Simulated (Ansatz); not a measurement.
Ansatz (a first-principles code) input (B3LYP/LANL2DZ): The .json file is the Basis Set Exchange's LANL2DZ.

Ansatz 0.2 input:
```yaml
crystal:
  periodic: [false, false, false]
  atoms:
    - {symbol: B, position_ang: [-0.00000000, -0.00000000, -1.12599825]}
    - {symbol: Cl, position_ang: [0.00000000, 0.00000000, 0.46627717]}
    - {symbol: H, position_ang: [-0.00000000, -0.00000000, -2.29672064]}
basis:
  gaussian:
    orbitals: LANL2DZ.json
hamiltonian:
  xc: {name: B3LYP}
total_charge: 1
relax: {f_tol: 0.003, max_steps: 120}
```

From the last part of the output:

```
WARN ansatz: RAYON_NUM_THREADS=1 ignored (pool sized by the plan → 1); use --threads N
Functional definition: B3LYP
integrals: 0.00 GiB planned
296 factors; integrals over basis functions are off by at most 2.3e-4 eV
mean field: 0.05 GiB planned
mean field evaluation 1: about -1088.0200 eV, gradient 2.0e1 eV
mean field evaluation 2: about -1085.6576 eV, gradient 3.5e1 eV
mean field evaluation 4: about -1089.2851 eV, gradient 4.1e-1 eV
mean field evaluation 8: about -1089.2827 eV, gradient 2.1e-4 eV
mean field -1089.28269690 eV, -40.0304007686 hartree, gradient 7.9e-5 eV, S^2 0.000000; 0 other end points of the search recorded, 0 dependent functions left out
the calculation of the forces begins
reference -1089.28283640 eV, -40.0304058952 hartree; 6, 6 occupied and 13, 13 virtual orbitals, 296 factors
relax step   1: F+E_penalty+E_count = -1089.28269690 eV  Δ(F+E_penalty+E_count) = +0.000e0 eV  max|allowed force component| = 2.008e0 eV/Å  Δτ_max = 0.0000 Å  (21 SCF iters, accepted)
these checks for a lower state are left out or cut short: starts, cluster_reference, orbital_swaps, neighbouring_geometries, increment
integrals: 0.00 GiB planned
296 factors; integrals over basis functions are off by at most 2.3e-4 eV
mean field: 0.05 GiB planned
mean field evaluation 16: about -1089.3127 eV, gradient 2.3e-5 eV
mean field -1089.31269687 eV, -40.0315032471 hartree, gradient 1.2e-5 eV, S^2 0.000000; 0 other end points of the search recorded, 0 dependent functions left out
the calculation of the forces begins
reference -1089.31283767 eV, -40.0315084217 hartree; 6, 6 occupied and 13, 13 virtual orbitals, 296 factors
relax step   2: F+E_penalty+E_count = -1089.31269687 eV  Δ(F+E_penalty+E_count) = -3.000e-2 eV  max|allowed force component| = 9.589e-1 eV/Å  Δτ_max = 0.0128 Å  (22 SCF iters, accepted)
these checks for a lower state are left out or cut short: starts, cluster_reference, orbital_swaps, neighbouring_geometries, increment
integrals: 0.00 GiB planned
296 factors; integrals over basis functions are off by at most 2.3e-4 eV
mean field: 0.05 GiB planned
mean field -1089.32451380 eV, -40.0319375114 hartree, gradient 1.3e-5 eV, S^2 0.000000; 0 other end points of the search recorded, 0 dependent functions left out
the calculation of the forces begins
reference -1089.32465611 eV, -40.0319427413 hartree; 6, 6 occupied and 13, 13 virtual orbitals, 296 factors
relax step   3: F+E_penalty+E_count = -1089.32451380 eV  Δ(F+E_penalty+E_count) = -1.182e-2 eV  max|allowed force component| = 7.811e-2 eV/Å  Δτ_max = 0.0155 Å  (22 SCF iters, accepted)
these checks for a lower state are left out or cut short: starts, cluster_reference, orbital_swaps, neighbouring_geometries, increment
integrals: 0.00 GiB planned
296 factors; integrals over basis functions are off by at most 2.4e-4 eV
mean field: 0.05 GiB planned
mean field evaluation 32: about -1089.3246 eV, gradient 1.6e-4 eV
mean field -1089.32462116 eV, -40.0319414567 hartree, gradient 1.0e-5 eV, S^2 0.000000; 0 other end points of the search recorded, 0 dependent functions left out
the calculation of the forces begins
reference -1089.32476361 eV, -40.0319466918 hartree; 6, 6 occupied and 13, 13 virtual orbitals, 296 factors
relax step   4: F+E_penalty+E_count = -1089.32462116 eV  Δ(F+E_penalty+E_count) = -1.074e-4 eV  max|allowed force component| = 2.961e-3 eV/Å  Δτ_max = 0.0019 Å  (19 SCF iters, accepted)
integrals: 0.00 GiB planned
296 factors; integrals over basis functions are off by at most 2.4e-4 eV
mean field: 0.05 GiB planned
mean field -1089.32462116 eV, -40.0319414567 hartree, gradient 1.0e-5 eV, S^2 0.000000; 1 other end points of the search recorded, 0 dependent functions left out
the calculation of the forces begins
reference -1089.32476361 eV, -40.0319466918 hartree; 6, 6 occupied and 13, 13 virtual orbitals, 296 factors
Total energy: -1089.32476361 eV, -40.0319466918 hartree
Atom 0 at     0.000000     0.000000    -1.142374 Å, force    -0.000000     0.000000     0.002961 eV/Å
Atom 1 at    -0.000000    -0.000000     0.496521 Å, force     0.000000    -0.000000    -0.001049 eV/Å
Atom 2 at    -0.000000    -0.000000    -2.310589 Å, force     0.000000    -0.000000    -0.001913 eV/Å
Dipole moment:    -0.000000    -0.000000    -0.801659 e Å
```

The dipole moment of an ion depends on the origin.
